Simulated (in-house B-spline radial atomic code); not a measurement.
# Ionising Pd3+ with different functionals

Computed with an all-electron radial atomic-structure program (B-spline basis): scalar-relativistic (spin-free X2C) Hamiltonian, Fermi nucleus of rms radius 4.5318 fm, spin-polarised at highest spin, spherical fractional occupations for the functionals, the average over the highest-spin determinants for Hartree-Fock. The ionisation energy is the difference of two self-consistent energies, [Kr] 4d7 → [Kr] 4d6, without Breit or QED terms; ε is the level of the shell that loses the electron (its least bound occupied spin orbital). There is no spin-orbit coupling in this Hamiltonian.

Hybrids are left out here: with spherical fractional occupations of an open shell their exact exchange keeps a self-interaction that integer-occupation calculations don't have.

```tsv
method	rung	ΔSCF (eV)	-ε(4d) (eV)
Hartree-Fock	Hartree-Fock	45.57	46.99
LDA VWN5	LDA	48.02	40.63
LDA PW92	LDA	?	?
LDA exchange-only	LDA	46.03	38.74
PBE	GGA	47.63	40.26
PBEsol	GGA	47.64	40.27
BLYP	GGA	47.57	40.19
RPBE	GGA	47.55	40.18
PW91	GGA	?	?
BP86	GGA	47.76	40.38
AM05	GGA	47.69	40.31
OLYP	GGA	47.72	40.30
TPSS	meta-GGA	47.43	40.08
SCAN	meta-GGA	47.18	39.96
r2SCAN	meta-GGA	47.18	39.95
revTPSS	meta-GGA	47.35	40.00
```

(1) What does LDA PW92 give?

(2) What does PW91 give?

(3) How do they compare with the NIST value?

## Answers

(1) ΔSCF 48.02 eV, and -ε(4d) = 40.63 eV.

(2) ΔSCF 47.73 eV, and -ε(4d) = 40.35 eV.

(3) NIST lists 46 eV ± 1.7 (tabulated theory, ground level to ground level). Errors run from -0.43 to +2.02 eV; all lie within about twice that uncertainty, so the table can't rank the methods. Hartree-Fock also lacks correlation.
